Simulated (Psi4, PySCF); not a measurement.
Here is a job for PySCF.
```python
from pyscf import gto, scf, dft

mol = gto.M(
    atom='''
Si    0.795300    1.189000    1.369000
Si    1.877100   -0.564100    0.269700
Si    0.269800   -1.679800   -1.008300
Si   -1.715200   -0.452200   -0.877500
Si   -1.230300    1.528100    0.259900
H     0.548800    0.830800    2.773800
H     1.614600    2.401400    1.465300
H     2.578300   -1.463800    1.193100
H     2.954700   -0.051900   -0.588000
H     0.080200   -3.060300   -0.546500
H     0.707700   -1.847100   -2.399400
H    -2.751100   -1.217500   -0.170000
H    -2.311100   -0.215300   -2.197500
H    -1.105100    2.641700   -0.691900
H    -2.313600    1.961000    1.148300
''',
    basis='sto-3g',
    charge=0,
    spin=2,
    verbose=4,
)

mf = dft.UKS(mol)
mf.xc = 'blyp'
mf.grids.atom_grid = (99, 590)
mf.grids.prune = None
mf.kernel()
```

Write the same job for Psi4.

One answer among several that fit: 
```
memory 2 GB

molecule {
0 3
  Si    0.79530000    1.18900000    1.36900000
  Si    1.87710000   -0.56410000    0.26970000
  Si    0.26980000   -1.67980000   -1.00830000
  Si   -1.71520000   -0.45220000   -0.87750000
  Si   -1.23030000    1.52810000    0.25990000
  H     0.54880000    0.83080000    2.77380000
  H     1.61460000    2.40140000    1.46530000
  H     2.57830000   -1.46380000    1.19310000
  H     2.95470000   -0.05190000   -0.58800000
  H     0.08020000   -3.06030000   -0.54650000
  H     0.70770000   -1.84710000   -2.39940000
  H    -2.75110000   -1.21750000   -0.17000000
  H    -2.31110000   -0.21530000   -2.19750000
  H    -1.10510000    2.64170000   -0.69190000
  H    -2.31360000    1.96100000    1.14830000
}

set basis sto-3g
set reference uks
set scf_type pk
set puream true
set d_convergence 1e-8
set dft_radial_points 99
set dft_spherical_points 590

energy('blyp')
print_variables()
```

Both were run: PySCF gave -1436.247603 Eh and Psi4 -1436.247601 Eh, 0.002 mEh apart.
